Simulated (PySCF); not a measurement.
States of one metal complex from SC-NEVPT2 in the d shell, PySCF, above the ground state:

| 2S+1 | degeneracy | energy / cm⁻¹ | f (electric dipole) |
| --- | --- | --- | --- |
| 4 | 1 | 0 | – |
| 4 | 2 | 48 | 0 |
| 4 | 1 | 3909 | 0 |
| 4 | 2 | 4465 | 0 |
| 4 | 1 | 9317 | 0 |
| 2 | 1 | 14411 | – |
| 2 | 1 | 15288 | – |
| 2 | 2 | 18020 | – |
| 2 | 1 | 18292 | – |
| 4 | 2 | 18421 | 0 |
| 2 | 1 | 18552 | – |
| 2 | 2 | 18566 | – |

Problem. Which of these complexes, all computed at model or optimised geometries, gave the data?
A. [CoBr3]- (d7, trigonal planar)
B. [V(NH3)6]2+ (d3, octahedral)
C. [Co(SH)4]2- (d7, tetrahedral)
D. [CoCl6]4- (d7, octahedral)

Solution. D. [CoCl6]4- (d7, octahedral) has 4A2g (from 4T1g), then 4Eg (from 4T1g) at 48, 4B2g (from 4T2g) at 3909 cm⁻¹ (NEVPT2). The others: [Co(SH)4]2- (d7, tetrahedral) has 4B (from 4A2), then 4E (from 4T2) at 3437, 4B (from 4T2) at 6265 cm⁻¹ (NEVPT2); [V(NH3)6]2+ (d3, octahedral) has 4Ag (from 4A2g), then 2Eg at 13985, 2Ag (from 2T1g) at 14778 cm⁻¹ (NEVPT2); [CoBr3]- (d7, trigonal planar) has 4A2', then 4E'' at 632, 4E' at 2447 cm⁻¹ (NEVPT2).

On [CoCl6]4-: 4Eg (from 4T1g) (48 cm⁻¹) lies within 300 cm⁻¹ of 4A2g (from 4T1g) at NEVPT2 level, inside the method's error: they are parts of one split term, whose order is undecided. NEVPT2 lifts 4B2g (from 4T2g) from 2750 to 3909 cm⁻¹; on the d shell alone it tends to overshoot states that fill the eg-type orbitals.
